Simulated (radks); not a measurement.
Question: Species: Yb4+. Configuration: [Kr] 4d10 4f13 5s1 5p6 (not the ground configuration). All-electron calculation, Dirac Kohn-Sham, PBEsol, spin-unpolarised, spherical densities, finite nucleus; open shells are shared between the two j in proportion to 2j + 1; Fermi nuclear charge, rms radius 5.3108 fm. Program: a radial shooting solver on a logarithmic mesh with Libxc functionals. Some entries of the table are withheld. Estimate them.

| orbital | occ. | eigenvalue (Ry) | <r> (bohr) |
|---|---|---|---|
| 1s1/2 | 2 | -4496.540 | (1) |
| 2s1/2 | 2 | -764.5942 | 0.08278 |
| 2p1/2 | 2 | -729.6369 | 0.06873 |
| 2p3/2 | 4 | -652.7290 | 0.07623 |
| 3s1/2 | 2 | -175.2726 | 0.2164 |
| 3p1/2 | 2 | -159.8136 | 0.2061 |
| 3p3/2 | 4 | -143.4924 | 0.2202 |
| 3d3/2 | 4 | -117.1182 | 0.1935 |
| 3d5/2 | 6 | -113.5509 | 0.1979 |
| 4s1/2 | 2 | -37.52067 | 0.4878 |
| 4p1/2 | 2 | -31.26129 | 0.4954 |
| 4p3/2 | 4 | -27.55638 | 0.5277 |
| 4d3/2 | 4 | (2) | 0.5523 |
| 4d5/2 | 6 | (3) | 0.5637 |
| 5s1/2 | 1 | -7.52128 | 1.171 |
| 5p1/2 | 2 | -5.73234 | 1.289 |
| 5p3/2 | 4 | -5.20788 | 1.379 |
| 4f5/2 | 5.57143 | (4) | 0.7103 |
| 4f7/2 | 7.42857 | (5) | 0.7220 |
| 5d3/2 | 0 | -2.84013 | 1.828 |
| 5d5/2 | 0 | -2.78515 | 1.863 |
| 6s1/2 | 0 | -2.50043 | 2.662 |

Answer: 
(1) 1s1/2 <r> (bohr): 0.01967
(2) 4d3/2 eigenvalue (Ry): -17.24486
(3) 4d5/2 eigenvalue (Ry): -16.56879
(4) 4f5/2 eigenvalue (Ry): -3.99155
(5) 4f7/2 eigenvalue (Ry): -3.88719
